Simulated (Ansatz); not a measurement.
Consider the atomization: `[CH3][Al]([Cl])[BH]S` → Al• + B• + C• + Cl• + 5 H• + S•.

Gas-phase electronic energies from Ansatz, PBE0-D4/def2-TZVP geometries. CBS: MP2 limit from def2 TZ/QZ plus the TZ coupled-cluster correction, frozen cores. This one scheme is used for every species, atoms too. DFT in def2-TZVPP. B3LYP here is the variant with VWN-RPA as its local correlation; programs differ in this. HSE06 is defined as in plane-wave codes. Open shells (•) are unrestricted, without spin–orbit coupling. Spin–orbit coupling would lower the free atoms: a little for Al, B, C, Cl, S. One conformer a species, not always the lowest.

```csv
level,ΔE (kcal/mol),difference from CCSD(T)/CBS
BLYP-D4,804.0,-7.8
r2SCAN-D4,821.3,9.5
r2SCANh-D4,817.4,5.6
HSE06-D4,816.8,5.0
CAM-B3LYP-D4,812.0,0.2
PBE,818.6,6.8
revPBE,791.9,-19.9
BLYP,792.5,-19.3
r2SCAN,819.9,8.1
B3LYP,801.2,-10.6
r2SCANh,815.9,4.1
HF/def2-SVP,625.4,-186.4
MP2/def2-SVP,777.6,-34.2
CCSD/def2-TZVPP,779.5,-32.3
SCS-MP2/def2-QZVPP,811.1,-0.7
HF/CBS(def2),619.7,-192.1
CCSD(T)/CBS,811.8,0
```

Largest T1 diagnostic among the species: 0.018.

The D4 term adds +8.8 kcal/mol with B3LYP and +4.7 kcal/mol with PBE0; it sums over pairs of atoms, weighted by their polarisabilities, and B3LYP, whose exchange is more repulsive, gets the larger term. At CCSD(T), def2-SVP lies −42.6 kcal/mol from the extrapolated value and def2-TZVPP −20.4 kcal/mol: correlation converges slowly with the basis, and small sets miss more of it in the bonded molecule than in its fragments.

For atomizations the MP2-based limit and the directly extrapolated one differ by several kJ/mol either way, and by 10 to 25 for some Ge, Se and Sn compounds, so smaller differences from it don't rank the levels.
